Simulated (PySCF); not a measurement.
## Polarisability and C₆ of F³⁺ (fluorine, charge +3)

[He] 2s2 2p2, high-spin 3P determinant. All numbers are calculated (PySCF 2.14, the non-relativistic Hamiltonian (point nucleus), in aug-cc-pwCVTZ (7s6p4d2f, 59 functions)). Coupled (time-dependent) response in atomic units; α is the mean over directions.

```tsv
method	mean α (bohr³)	α xx, yy, zz	C₆ (like pair)	S(−4)
UHF	0.9776	1.070, 0.9314, 0.9314	0.8700	1.335
PBE	0.9399	1.038, 0.8910, 0.8910	0.8510	1.055
PBE0	0.9432	1.041, 0.8942, 0.8942	0.8507	1.087
r2SCAN0	0.9641	1.061, 0.9157, 0.9157	0.8827	1.153
CAM-B3LYP	0.9309	1.032, 0.8802, 0.8802	0.8408	1.022
```

S(−4) is the Cauchy moment in α(ω) = α(0) + S(−4) ω² + …

α(iu) at CAM-B3LYP:

```
u (hartree)  α(iu) (bohr³)
          0         0.9309
     0.0500         0.9284
      0.100         0.9209
      0.200         0.8928
      0.300         0.8516
      0.500         0.7520
      0.750         0.6319
       1.00         0.5346
       1.50         0.3989
       2.00         0.3105
       3.00         0.2030
       5.00         0.1042
```

For an ion, C₆ is the dispersion term alone; charge-induced terms of lower order in 1/R come first.

The components differ because the open shell of this determinant is not spherical; for a pure term their mean is the scalar polarisability.
